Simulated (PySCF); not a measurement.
C4H9FSi, SMILES CC/C=C(\F)[SiH3].

Geometry optimised at PBE0-D3(BJ)/def2-SVP. The structure was generated by enumeration; whether it is a known compound was not checked. The values are those of a single conformer.

Two levels are set side by side: TDA-PBE/def2-SVPD (PySCF) and TDA-PBE0/def2-SVPD (PySCF). Vertical, same geometry. The lowest singlet is HOMO→LUMO+1 98 % with PBE and HOMO→LUMO+1 92 % with the other functional; states are paired by order. Differences are taken from unrounded values.

| quantity | TDA-PBE0 | TDA-PBE | TDA-PBE minus TDA-PBE0 |
|---|---|---|---|
| lowest singlet excitation (eV) | 6.49 | 5.86 | -0.64 |
| lowest triplet excitation (TDA) (eV) | 4.11 | 4.17 | 0.06 |
| first bright state (f over 0.05) (eV) | 6.99 | 6.35 | -0.64 |
| its oscillator strength | 0.62 | 0.19 | -0.43 |

Functionals without exact exchange tend to place singlet excitations lower, as here. Differences between two approximate levels are no errors against the true value.

Rough cost on one machine, each run with all the roots and properties that it gave: TDA-PBE0 against TDA-PBE about 3 times.
